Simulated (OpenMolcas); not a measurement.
**Ta3+ in a ligand field**

Ta3+ with 6 ligands (fluoride) in octahedral coordination (Oh) at 2.03 Å. A charge of +0.5 e stands 2.4 Å behind each ligand. Ligand basis ANO-RCC-VDZP.

```yaml
Program: OpenMolcas
Method: SS-CASPT2, IPEA 0.25 Eh, imaginary shift 0.1 Eh (the lowest 17 gerade and 18 ungerade orbitals frozen, chosen by energy and not by shell, so the metal 5p can be frozen and 4f correlated)
Basis: ANO-RCC-VDZP [7s6p4d2f1g]
Scalar_Hamiltonian: DKH2, point nucleus
Active_space: 2 electrons in 5 orbitals (5d)
State_averaging: 2S+1 = 3 even, 10 roots; 2S+1 = 1 even, 15 roots
Spin-orbit_coupling: RASSI with atomic mean-field integrals over the reference wave functions
```

The lowest spin-free states (labels of O, the rotations of Oh), above the lowest:

```json
{"State": "3T1", "Degeneracy": "3", "E (cm-1)": "0"}
{"State": "1T2", "Degeneracy": "3", "E (cm-1)": "8620"}
{"State": "1E", "Degeneracy": "2", "E (cm-1)": "8700"}
{"State": "1A1", "Degeneracy": "1", "E (cm-1)": "19350"}
{"State": "3T2", "Degeneracy": "3", "E (cm-1)": "27610"}
{"State": "3T1", "Degeneracy": "3", "E (cm-1)": "34230"}
{"State": "1T2", "Degeneracy": "3", "E (cm-1)": "36560"}
{"State": "1T1", "Degeneracy": "3", "E (cm-1)": "38840"}
{"State": "3A2", "Degeneracy": "1", "E (cm-1)": "56880"}
{"State": "1E", "Degeneracy": "2", "E (cm-1)": "64940"}
{"State": "1A1", "Degeneracy": "1", "E (cm-1)": "73590"}
```

The lowest levels with spin-orbit coupling:

| E (cm-1) | Degeneracy | Label | 2S+1 |
| --- | --- | --- | --- |
| 0 | 2 | E | 3 |
| 220 | 3 | T2 | 3 |
| 3310 | 3 | T1 | 3 |
| 4280 | 1 | A1 | 3 |
| 10600 | 3 | T2 | 1 |
| 10930 | 2 | E | 1 |
| 21530 | 1 | A1 | 1 |
| 28730 | 1 | A2 | 3 |
| 29360 | 3 | T2 | 3 |
| 30280 | 3 | T1 | 3 |
| 30390 | 2 | E | 3 |
| 35090 | 1 | A1 | 3 |
| 35700 | 3 | T1 | 3 |
| 36390 | 3 | T2 | 3 (68 %) |
| 37710 | 2 | E | 3 |
| 39880 | 3 | T2 | 1 (67 %) |
| 41440 | 3 | T1 | 1 |
| 59730 | 3 | T2 | 3 |
| 67630 | 2 | E | 1 |
| 76320 | 1 | A1 | 1 |

Powder χT (cm3 K/mol): 0.00124 at 2 K, 0.0062 at 10 K, 0.0311 at 50 K, 0.0631 at 100 K, 0.114 at 200 K, 0.15 at 300 K. The effective moment at 300 K is 2.828 √(χT) = 1.10 μB.

The lowest level has 2S+1 = 3, for which the spin-only value is χT = S(S+1) / 2 = 1.000 cm3 K/mol (g = 2). The computed 0.150 at 300 K differs by -0.850, through orbital momentum, spin-orbit coupling and any other state in reach. With a threefold ground state the orbital momentum is unquenched, so the spin-only value is not expected to hold.

A least-squares ligand-field fit to the states below 45000 cm-1, each weighted by its degeneracy and with a free common offset, gives 10Dq = 28569 cm-1, B = 537 cm-1 and C = 2443 cm-1 (C/B = 4.55), with an rms deviation of 140 cm-1.

Roots that are degenerate in the reference are averaged as groups; the widest CASPT2 spread within a group is 170 cm-1 (the 3-fold group of multiplicity 1 near 36600 cm-1 above the lowest state of its run). Shifts and gaps below about the spread of the groups concerned are not significant. Over all roots computed the reference weight is 0.73 to 0.74; a low but even weight reflects the number of correlated electrons. An orbital triplet at a regular site is open to Jahn-Teller coupling, which can distort the site and quench the lowest spin-orbit gaps and is left out. The least metal-like active orbital is 79 % on the metal (Löwdin) and no ligand orbital is active, so the numbers are rough. Ligand-to-metal charge-transfer states are missing. With no ligand orbital active B as a rule stays too high, so bands that hang on it stand too high and its fall with covalency is understated. With one d shell and no ligand orbital active, 10Dq can be off by a tenth or more. No measured value stands beside these numbers; the geometry is a model, was not optimised and need not be the one that this ion takes.

The CASPT2 steps took 77 s on 1 thread of Arm Neoverse V1, on a shared host; the integral step is not counted.
